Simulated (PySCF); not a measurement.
## Mayer bond orders and bond lengths

1,1,1-trichloro-2,2-difluoroethane, C2HCl3F2.
Numbering: `[F:1][CH:2]([F:3])[C:4]([Cl:5])([Cl:6])[Cl:7]` (hydrogens: H8 on C2)

Geometry (GFN2-xTB, Å), atoms numbered from 1 in this order:
```xyz
8
C2HCl3F2 angstrom
F      1.0406   -1.4430    0.1927
C      0.8006   -0.1235    0.1181
F      1.4923    0.3419   -0.9349
C     -0.7034    0.1381   -0.0680
Cl    -1.2911   -0.6470   -1.5409
Cl    -0.9558    1.8900   -0.1709
Cl    -1.5573   -0.5046    1.3468
H      1.1831    0.3575    1.0325
```

Bond orders from the PBE0/pcSseg-1 density (PySCF). Geometry: GFN2-xTB; no solvent, vibrations or thermal averaging.

(1) Where do the orders between heavy atoms depart from those drawn in the SMILES?

(2) Set the Mayer orders of the bonds beside their lengths.

(3) Sum the orders of all bonds at each heavy atom with more than one neighbour and set the sums beside the valence in the SMILES.

Answers

(1) The largest departure is 0.199, at C2–C4 (drawn single, 0.801). Drawn single, order below 0.88: C2–C4 (0.801).

(2) 
```json
{"bond": "F1–C2", "drawn as": "single", "length (Å)": "1.343", "Mayer order": "0.997"}
{"bond": "C2–F3", "drawn as": "single", "length (Å)": "1.343", "Mayer order": "0.997"}
{"bond": "C2–C4", "drawn as": "single", "length (Å)": "1.538", "Mayer order": "0.801"}
{"bond": "C4–Cl5", "drawn as": "single", "length (Å)": "1.770", "Mayer order": "1.055"}
{"bond": "C4–Cl6", "drawn as": "single", "length (Å)": "1.773", "Mayer order": "1.046"}
{"bond": "C4–Cl7", "drawn as": "single", "length (Å)": "1.773", "Mayer order": "1.046"}
{"bond": "C2–H8", "drawn as": "single", "length (Å)": "1.102", "Mayer order": "0.942"}
```

(3) C2 3.737 (drawn 4), C4 3.948 (drawn 4). Orders between atoms that aren't bonded are not in these sums.

The Mayer order sums products of elements of PS (density times overlap matrix) between the two atoms' basis functions, so it depends on the basis set.
